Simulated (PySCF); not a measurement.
C2H8FNSi2, SMILES C=C[SiH2][Si@H](N)F. Atoms are numbered in the order given.

```xyz
14

C      2.9392     1.1321    -0.5034
C      2.2588     0.0038    -0.2593
Si     0.5791    -0.3878    -0.9929
Si    -1.1046    -0.4122     0.6405
N     -2.6319    -0.4800    -0.1443
F     -0.8938     0.9396     1.5520
H      2.5574     1.9028    -1.1824
H      3.9083     1.3396    -0.0357
H      2.6996    -0.7243     0.4354
H      0.2375     0.6538    -2.0111
H      0.5962    -1.7225    -1.6680
H     -1.0472    -1.5506     1.5978
H     -2.8361     0.1096    -0.9453
H     -3.4799    -0.7192     0.3615
```

Geometry optimised at B3LYP-D3(BJ)/def2-SVP. The structure was generated by enumeration; whether it is a known compound was not checked. Other conformers were not sampled.

The numbers are results of B3LYP/pcSseg-1 in PySCF, not measurements.

GIAO shieldings, no solvent; atoms listed in one row are averaged. δ = σ(ref) − σ: ¹³C against TMS (σ = 181.3 ppm); ²⁹Si against TMS (σ = 338.7 ppm); ¹⁵N against NH3 (σ = 265.5 ppm); ¹⁹F against CFCl3 (σ = 161.7 ppm); ¹H against TMS (σ = 31.68 ppm), references at their B3LYP-D3(BJ)/def2-TZVP geometries, non-relativistic.

**Question.** Estimate the chemical shifts. (The exact figures need the calculation; the answer reports its results.)

**Answer.** 
| nucleus | atoms | count | δ (ppm) |
|---|---|---|---|
| ¹³C | C1 | 1 | 148.0 |
| ¹³C | C2 | 1 | 139.4 |
| ²⁹Si | Si4 | 1 | -9.2 |
| ²⁹Si | Si3 | 1 | -68.5 |
| ¹⁵N | N5 | 1 | 46.6 |
| ¹⁹F | F6 | 1 | -155.5 |
| ¹H | H7, H8 | 2 | 6.51 |
| ¹H | H9 | 1 | 6.43 |
| ¹H | H12 | 1 | 5.31 |
| ¹H | H11 | 1 | 4.24 |
| ¹H | H10 | 1 | 4.07 |
| ¹H | H14 | 1 | 2.01 |
| ¹H | H13 | 1 | 1.62 |
